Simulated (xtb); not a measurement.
C₅H₁₁GaO, SMILES C=[CH][Ga]([CH2]C)[O]C. All values are semi-empirical tight-binding results from xtb (GFN2-xTB unless named), good for trends rather than for accurate numbers. Geometry: GFN2-xTB. The values are those of a single conformer.

Optimised geometry:

```xyz
18

Ga     0.1018    -0.0203     0.0318
C     -1.4870    -1.3311     0.3195
C     -2.8088    -0.8602    -0.2795
H     -1.5899    -1.4863     1.3999
H     -1.1942    -2.2952    -0.1125
H     -2.7177    -0.7150    -1.3556
H     -3.1231     0.0830     0.1663
H     -3.5937    -1.5974    -0.1023
C      0.2556     1.7691    -0.9283
C     -0.7609     2.3773    -1.5196
H      1.2424     2.2283    -0.9364
H     -0.6549     3.3310    -2.0227
H     -1.7554     1.9538    -1.5316
O      1.6456    -0.4231     0.6912
C      2.7728    -0.9764     1.3247
H      3.5263    -1.2377     0.5764
H      3.2024    -0.2457     2.0158
H      2.5075    -1.8768     1.8854
```

For metal compounds this method's bond lengths and energies can be far off.

```json
{
  "orbital_gap": "3.71 eV",
  "zero_point_energy": "89.1 kcal/mol",
  "G − E(el) at 298.15 K (modified RRHO)": "64.4 kcal/mol"
}
```

Computed atomic charges and the Wiberg bond orders between heavy atoms:
charges (e) Ga1 0.10, C2 -0.09, C3 -0.09, H4 0.06, H5 0.06, H6 0.04, H7 0.04, H8 0.04, C9 -0.06, C10 -0.07, H11 0.08, H12 0.05, H13 0.06, O14 -0.37, C15 0.06, H16 0.03, H17 0.03, H18 0.03. Bond orders Ga1–C2 0.82, C2–C3 1.01, Ga1–C9 0.82, C9–C10 1.96, Ga1–O14 1.22, O14–C15 0.97.
